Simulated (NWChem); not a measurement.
System: GeBrF$_{3}$; SMILES [F][Ge]([F])([F])[Br]

Input file for NWChem:

```
start job
memory heap 200 mb stack 900 mb global 1100 mb
geometry units angstroms
  F     -1.430442    -0.667412    -1.326705
  Ge    -0.658955     0.061535     0.006857
  F     -1.399458    -0.634976     1.374799
  F     -1.197781     1.678400    -0.006414
  Br     1.556694    -0.145351    -0.015988
end
basis spherical
  * library def2-svp
end
dft
  xc pbe0
  iterations 150
end
driver
  maxiter 120
end
task dft optimize
task dft freq
```

This build's default masses of Se (78.918 u) and Br (79.917 u) are each other's, which moves their modes by up to 0.6 %.

The level has its own optimisation; frequencies are unscaled.

### Question
What results follow from this input? (PBE0/def2-SVP.) Quantities: r F–Ge (Å); r Br–Ge (Å); highest harmonic frequency (cm⁻¹); lowest (cm⁻¹); zero-point energy (kcal/mol); dipole (D).

### Answer
```json
{
 "r F–Ge (Å)": "1.707",
 "r Br–Ge (Å)": "2.241",
 "highest harmonic frequency (cm⁻¹)": "784",
 "lowest (cm⁻¹)": "151",
 "zero-point energy (kcal/mol)": "5.3",
 "dipole (D)": "1.70"
}
```
